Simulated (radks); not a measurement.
Values are calculated unless marked as measured or tabulated.
All-electron atom: the hafnium ion Hf+ in [Xe] 4f14 5d1 6s2 (the NIST ground configuration).

Level of theory: Dirac Kohn-Sham, PBE, spin-unpolarised, spherical densities, point nucleus; open shells fill j = l - 1/2 first (a radial shooting solver on a logarithmic mesh with Libxc functionals).

Energy parts (hartree):
total: -15097.4583
kinetic: 16891.9905
electron-nucleus: -37580.2349
Hartree: 5900.2113
exchange-correlation: -309.4252

Orbitals (lengths in bohr, moments of r in powers of bohr; <r^-3> diverges for s and p1/2; r(90%) holds 90 % of the orbital's charge):
| orbital | occ. | eigenvalue (hartree) | <r^4> | r(90%) | <r^-3> |
|---|---|---|---|---|---|
| 1s1/2 | 2 | -2396.436 | 6.619e-07 | 0.0345 | - |
| 2s1/2 | 2 | -409.8441 | 0.0001002 | 0.125 | - |
| 2p1/2 | 2 | -391.4078 | 0.00006068 | 0.110 | - |
| 2p3/2 | 4 | -347.6043 | 0.00008643 | 0.120 | 14850 |
| 3s1/2 | 2 | -93.63764 | 0.003730 | 0.306 | - |
| 3p1/2 | 2 | -85.47307 | 0.003311 | 0.298 | - |
| 3p3/2 | 4 | -76.08558 | 0.004305 | 0.318 | 3319 |
| 3d3/2 | 4 | -62.28402 | 0.002955 | 0.290 | 571.2 |
| 3d5/2 | 6 | -60.23690 | 0.003202 | 0.296 | 490.4 |
| 4s1/2 | 2 | -19.13258 | 0.08929 | 0.673 | - |
| 4p1/2 | 2 | -15.78884 | 0.09864 | 0.691 | - |
| 4p3/2 | 4 | -13.64108 | 0.1288 | 0.739 | 759.5 |
| 4d3/2 | 4 | -8.15072 | 0.1714 | 0.794 | 113.4 |
| 4d5/2 | 6 | -7.75750 | 0.1868 | 0.812 | 95.38 |
| 4f5/2 | 6 | -0.98912 | 0.8934 | 1.13 | 16.00 |
| 4f7/2 | 8 | -0.92499 | 0.9845 | 1.16 | 15.23 |
| 5s1/2 | 2 | -2.79399 | 3.103 | 1.63 | - |
| 5p1/2 | 2 | -1.84552 | 5.055 | 1.85 | - |
| 5p3/2 | 4 | -1.55684 | 7.054 | 2.01 | 99.99 |
| 5d3/2 | 1 | -0.40198 | 56.66 | 3.38 | 6.200 |
| 5d5/2 | 0 | -0.38131 | 64.96 | 3.50 | 5.026 |
| 6s1/2 | 2 | -0.43400 | 180.6 | 4.53 | - |

The highest occupied level is 5d3/2 at -10.938 eV. For comparison, the ionisation energy in NIST's Atomic Spectra Database is 14.61 eV (theoretical). In exact Kohn-Sham theory the highest level is minus the ionisation energy, but local and semilocal functionals leave it too shallow, through self-interaction and a potential that decays too fast; potentials with the right tail come closer. Summed over all electrons, <r^2> = 57.02 bohr^2, which gives a Langevin (diamagnetic) susceptibility term of -45.2 x 10^-6 cm^3/mol. The density falls to 0.001 e/bohr^3 at r = 4.58 bohr.

Beside tabulated values, note that spin-unpolarised runs miss the spin-polarisation part of the exchange energy of open shells.
